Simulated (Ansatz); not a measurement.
The cluster Hf2Si2. Charge 0, multiplicity 1. Geometry PBE-D4/def2-SVP, basis def2-TZVP, Ansatz.

```xyz
4

Hf   -0.932    0.092   -1.313
Hf   -0.395    0.784    1.352
Si   -0.042   -1.525    0.404
Si    1.369    0.649   -0.444
```

```json
{"run": "A", "HOMO (eV)": "-4.72", "LUMO (eV)": "-2.38"}
{"run": "B", "HOMO (eV)": "-6.43", "LUMO (eV)": "-0.67"}
{"run": "C", "HOMO (eV)": "-5.64", "LUMO (eV)": "-1.37"}
{"run": "D", "HOMO (eV)": "-4.02", "LUMO (eV)": "-3.19"}
```

In the def2 sets Hf takes a core potential; there is no spin–orbit coupling. The structure comes from a short search, and lower isomers may exist.

Problem. The runs used CAM-B3LYP, PBE, PBE0, ωB97X-V. Estimate which is which.

Solution. A PBE0 (25 % exact exchange); B ωB97X-V (range-separated); C CAM-B3LYP (range-separated); D PBE (0 % exact exchange). Exact exchange lowers occupied and raises empty levels; among semilocal functionals meta-GGAs tend to open the gap a little, and such runs are hard to tell apart. The gap grows from 0.83 eV (PBE) to 5.76 eV (ωB97X-V).
